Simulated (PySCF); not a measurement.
Job file and geometry (Å, from GFN2-xTB) of an NMR shielding run on `N#CB(O[C@H](B(C)C)C)O`, C$_{5}$H$_{11}$B$_{2}$NO$_{2}$, GIAO PBE0/pcSseg-1 NMR shielding, non-relativistic, gas phase in PySCF 2.14.0, density-fitted response routines; density fitting, a coarse starting grid and PySCF grid level 2 are the driver's defaults:

```
$ OMP_NUM_THREADS=1 python probes_run.py task.json out

{"job": {"kind": "nmr", "xc": "PBE0", "basis": "pcSseg-1"}, "charge": 0, "multiplicity": 1}
C     -1.147138    -1.237000    -0.802898
B     -0.891284    -0.148453     0.299064
C     -1.852647    -0.016780     1.538964
C      0.309612     0.897554     0.124166
C     -0.200066     2.110194    -0.673162
O      1.451080     0.385813    -0.579841
B      2.124270    -0.704750    -0.186439
O      1.853075    -1.475038     0.895871
C      3.336205    -1.118537    -1.057866
N      4.228771    -1.430407    -1.704975
H     -0.240891    -1.569882    -1.305853
H     -1.681729    -2.113274    -0.443038
H     -1.774518    -0.792364    -1.578093
H     -2.897220    -0.020900     1.231895
H     -1.742938    -0.883418     2.192223
H     -1.686096     0.869009     2.147798
H      0.672481     1.274053     1.094681
H     -0.528318     1.792933    -1.659036
H     -1.031927     2.575594    -0.151619
H      0.600517     2.835444    -0.794094
H      1.089844    -1.212849     1.411782
```

Task: What does the program print?

Result: 
```
coarse grid: 17656 points
cycle   1  E = -451.3326153269  dE =  1.157e+00  |g| = 9.155e-01  |ddm| = 3.995e+00
cycle   2  E = -451.1720327122  dE =  1.606e-01  |g| = 1.312e+00  |ddm| = 1.496e+00
cycle   3  E = -451.4875931714  dE = -3.156e-01  |g| = 2.452e-01  |ddm| = 8.795e-01
cycle   4  E = -451.4987867344  dE = -1.119e-02  |g| = 9.646e-02  |ddm| = 1.763e-01
cycle   5  E = -451.5006429950  dE = -1.856e-03  |g| = 2.435e-02  |ddm| = 6.152e-02
cycle   6  E = -451.5007637594  dE = -1.208e-04  |g| = 5.321e-03  |ddm| = 1.933e-02
cycle   7  E = -451.5007690981  dE = -5.339e-06  |g| = 2.104e-03  |ddm| = 5.069e-03
final grid: 170960 points
cycle   8  E = -451.5748606998  dE = -5.222e-05  |g| = 1.345e-02  |ddm| = 3.784e-02
cycle   9  E = -451.5748218659  dE =  3.883e-05  |g| = 1.999e-02  |ddm| = 2.039e-02
cycle  10  E = -451.5748953715  dE = -7.351e-05  |g| = 2.774e-03  |ddm| = 1.263e-02
cycle  11  E = -451.5748969574  dE = -1.586e-06  |g| = 7.236e-04  |ddm| = 1.938e-03
cycle  12  E = -451.5748970523  dE = -9.488e-08  |g| = 2.516e-04  |ddm| = 4.989e-04
cycle  13  E = -451.5748970642  dE = -1.189e-08  |g| = 8.217e-05  |ddm| = 1.898e-04
cycle  14  E = -451.5748970654  dE = -1.240e-09  |g| = 2.080e-05  |ddm| = 6.897e-05
cycle  15  E = -451.5748970655  dE = -8.106e-11  |g| = 3.975e-06  |ddm| = 1.576e-05
converged SCF energy = -451.5748970655

GIAO shielding tensors (ppm)
atom      isotropic    diamagn.    paramagn.     s11        s22        s33       span
  0 C      176.217     255.281     -79.064    153.026    184.276    191.349     38.322
  1 B        8.786     192.524    -183.737    -53.311    -38.948    118.618    171.929
  2 C      172.735     254.576     -81.841    150.527    179.876    187.804     37.277
  3 C      110.408     250.818    -140.410     87.438     96.984    146.801     59.363
  4 C      169.869     247.894     -78.025    156.157    167.416    186.035     29.878
  5 O      168.565     396.697    -228.133     28.642    199.369    277.683    249.041
  6 B       85.384     197.335    -111.951     59.482     95.362    101.308     41.826
  7 O      205.261     387.911    -182.650     95.317    227.338    293.128    197.811
  8 C       61.573     261.205    -199.631    -54.341    -49.253    288.313    342.654
  9 N      -72.274     337.905    -410.178   -279.455   -240.133    302.767    582.222
 10 H       30.316      33.927      -3.612     25.708     30.485     34.754      9.046
 11 H       30.666      31.578      -0.911     27.162     29.083     35.755      8.593
 12 H       31.199      31.389      -0.190     26.851     29.115     37.631     10.780
 13 H       30.535      30.289       0.246     26.864     28.724     36.019      9.155
 14 H       30.889      30.725       0.163     27.673     28.576     36.416      8.743
 15 H       30.728      32.203      -1.475     26.995     30.039     35.149      8.154
 16 H       27.412      33.834      -6.422     23.571     27.258     31.408      7.837
 17 H       30.638      31.358      -0.720     26.457     29.648     35.809      9.352
 18 H       30.783      30.204       0.579     25.898     29.440     37.011     11.112
 19 H       29.783      29.375       0.408     25.909     27.242     36.198     10.290
 20 H       28.686      34.784      -6.099     22.048     27.517     36.492     14.444
```

Size and cost of the density-fitted run: 225 basis functions, 66 s wall time on 1 thread of an Arm Neoverse V1, shared host; peak memory 1.1 GiB.
